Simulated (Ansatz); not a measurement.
Energy needed to pull apart SiAsH$_{3}$S (SMILES [SiH2]1S[AsH]1), singlet, into free ground-state atoms, from the structure below (displaced at random from a GFN2-xTB minimum); no zero-point or spin–orbit terms; open-shell atoms are treated unrestricted, in their ground-state multiplicity.

Si1  (-0.546, 0.140, -0.480)
S2  (1.200, -1.307, -0.329)
As3  (0.158, -0.396, 1.571)
H4  (-1.881, -0.572, -1.026)
H5  (-0.148, 1.337, -1.338)
H6  (0.988, 0.831, 1.754)
(Å)

Computed with Ansatz 0.2.0 (basis: def2-TZVPP); correlated methods freeze the cores. Filled d shells of the heavier atoms are correlated. The def2 sets are not built for correlating such inner shells, so the correlated values are less sure here.

```tsv
method	atomization energy (kcal/mol)
PBE-D4	391.1
revPBE-D4	?
r2SCAN-D4	387.3
PBE0-D4	382.2
wB97X-V	390.1
wB97M-V	384.0
HF	247.0
MP2	?
CCSD	358.7
CCSD(T)	368.4
```

**Question.** What does MP2 give? (An estimate is asked for; the value comes from the calculation.)

**Answer.** By the calculation: 368.4 kcal/mol, which is about 0.0 kcal/mol more than CCSD(T)/def2-TZVPP.

**Question.** What does revPBE-D4 give? (An estimate is asked for; the value comes from the calculation.)

**Answer.** By the calculation: 382.6 kcal/mol, which is about 14.3 kcal/mol more than CCSD(T)/def2-TZVPP.

In triple zeta the MP2 and coupled-cluster atomization energies are still short of their basis limit by a few kcal/mol a bond, whereas those of the functionals are nearly converged, so these differences are not deviations from converged CCSD(T).

T1 diagnostic: at most 0.014.

For scale, one of the runs: CCSD(T)/def2-TZVPP forces, 174 basis functions (an equivalent command: `ansatz run in.yaml --threads 4`). Hardware: 4 CPU threads, shared host. Wall time 2.1 min; peak host memory 2.5 GiB.
